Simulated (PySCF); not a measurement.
# Name the molecule from its bond curve

A diatomic of charge +1 contains Cs. Its quartet curve at UHF-CCSD(T) in a triple-zeta basis (scalar-relativistic core potentials, PySCF), in eV from the separated fragments:

R (Å), E (eV) and a bar:
```
    3.277     -0.022 ##############################
    3.422     -0.037 #########
    3.532     -0.042 ##
    3.641     -0.044 
    3.750     -0.043 #
    3.896     -0.041 ####
    4.078     -0.036 ###########
    4.296     -0.030 ###################
```

The fit gives ωe = 58.9 cm⁻¹ and the rotational constant Bₑ = 0.09907 cm⁻¹.

Task: Which atom is the partner?

Result: The minimum lies at 3.665 Å, so the reduced mass is 16.8576 u Å² cm⁻¹/(Bₑ·Re²) = 12.67 u. With Cs at 132.91 u the partner weighs about 14.0 u: N. The molecule is CsN⁺.

Correlated steps freeze 1 core orbital. Spin–orbit coupling is left out. The state is the lowest determinant that a PBE0 search found; another state may lie lower at other levels.
